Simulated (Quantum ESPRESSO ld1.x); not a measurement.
Problem. The mean radii <r> (bohr) of the occupied orbitals of an atom or ion are listed with their occupations. All-electron calculation, Dirac Kohn-Sham, PBE, spin-unpolarised, spherical densities, point nucleus. Program: ld1.x of Quantum ESPRESSO 7.5.

orbital  occ.      <r>
1s1/2       2  0.01604
2s1/2       2  0.06689
2p1/2       2  0.05487
2p3/2       4  0.06379
3s1/2       2   0.1739
3p1/2       2   0.1644
3p3/2       4   0.1806
3d3/2       4   0.1569
3d5/2       6   0.1618
4s1/2       2   0.3836
4p1/2       2   0.3848
4p3/2       4   0.4190
4d3/2       4   0.4232
4d5/2       6   0.4341
4f5/2       6   0.4449
5s1/2       2   0.8233
4f7/2       8   0.4508
5p1/2       2   0.8644
5p3/2       4   0.9321
5d3/2       2    1.047

Name the element and its charge. Open shells, if any, fill j = l - 1/2 first.

Solution. Z = 82, lead, charge +12: Pb12+ in [Xe] 4f14 5d2. The 1s radius gives Z: for a bare nucleus <r> = (2 gamma + 1)/(2Z) with gamma = sqrt(1 - (Z/c)^2), 0.01587 bohr for Z = 82, and screening makes it slightly larger (0.01604 here). The occupations add up to 70, and the charge is Z minus that.
